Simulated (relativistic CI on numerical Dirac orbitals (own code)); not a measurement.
**Nd3+ (4f3) in a crystal field**

Calculated by Dirac-Coulomb-Breit CI, separate exchange-only KLI orbitals for each configuration, model QED (radiative potential, 1s self-energy scaled to tabulated hydrogen-like ionisation energies), valence Slater integrals scaled by 0.7, one configuration in a parametric crystal field (own radial code).

Field parameters in Wybourne normalisation. The field is a parameter set, without covalency.

S is read from ⟨S²⟩ = S(S + 1).

Levels (cm⁻¹, degeneracy): 0 (2), 24 (2), 44 (2), 45 (2), 94 (2), 1899 (2), 1903 (2), 1904 (2), 1905 (2), 1907 (2), 1959 (2), 3847 (2).

Question: Which field gives this pattern?
A. D3h, B20 = -60, B40 = 270, B60 = 120, B66 = 170 cm⁻¹
B. D3h, B20 = -250, B40 = -370, B60 = -210, B66 = 40 cm⁻¹
C. D3h, B20 = 70, B40 = -320, B60 = -350, B66 = 310 cm⁻¹

Answer: B. D3h, B20 = -250, B40 = -370, B60 = -210, B66 = 40 cm⁻¹, ground level with S = 1.47.
